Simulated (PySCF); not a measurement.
**MHg for M along group 14**

PBE0 with double-zeta basis sets in PySCF, for the lowest determinant that a PBE0 search found; no spin–orbit coupling. De refers to high-spin ground-configuration atoms. A positive dipole means M(−)Hg(+).

| M | basis | state (unpaired electrons) | Re (Å) | ωe (cm⁻¹) | De (eV) | μ (D) |
| --- | --- | --- | --- | --- | --- | --- |
| C | def2-SVP | triplet (π ↑↑) | 2.189 | 353 | 0.69 | 2.55 |
| Si | def2-SVP | triplet (π ↑↑) | 2.592 | 196 | 0.56 | 2.02 |
| Sn | def2-SVP | triplet (π ↑↑) | 2.894 | 93.8 | 0.40 | 1.52 |

The shortest bond is that of HgC (2.189 Å), the longest that of SnHg (2.894 Å).

Down a group the atoms grow and get heavier, so bonds lengthen and wavenumbers fall; this series shows no clear exception.

Weak bonds: SnHg. Basis-set superposition, not corrected here, can be much of De in a small basis, most of all at correlated wavefunction levels. Functionals without a dispersion term scatter widely for such bonds, and LDA overbinds them. Spin–orbit coupling is left out, which matters for elements this heavy, above all for dissociation energies. States were picked by a PBE0 search and need not be the measured ground states.
